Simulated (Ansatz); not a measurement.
Basis-set extrapolation for CAlClFNO, SMILES `O=C=[N][Al]([F])[Cl]` (PBE0-D4/def2-TZVP geometry, frozen core, the Gaussian-basis code of Ansatz). Multiplicity 1, RHF reference.

```json
{"": "HF", "def2-TZVPP": "-968.404656", "def2-QZVPP": "-968.436666"}
{"": "MP2 correlation", "def2-TZVPP": "-1.061026", "def2-QZVPP": "-1.152644"}
{"": "CCSD(T) correlation", "def2-TZVPP": "-1.117216", "def2-QZVPP": "not run"}
```

Energies in hartree. Use E(X) = E(∞) + A·exp(−7.88·√X) for Hartree–Fock and E(X) = E(∞) + B·X^(−2.97) for correlation, with X = 3 and 4, and add CCSD(T) minus MP2 of the smaller set to the MP2 limit.

**Question.** What is the CCSD(T) energy at the basis-set limit?

**Answer.** HF limit: -968.436666 + (-0.032010) × 0.13774 = -968.44108. MP2 limit: -1.152644 + (-0.091618) × 0.74074 = -1.22051. Higher-order term: -1.117216 − (-1.061026) = -0.05619. Total: -969.71778 hartree, 514.4 kJ/mol below CCSD(T)/def2-TZVPP.
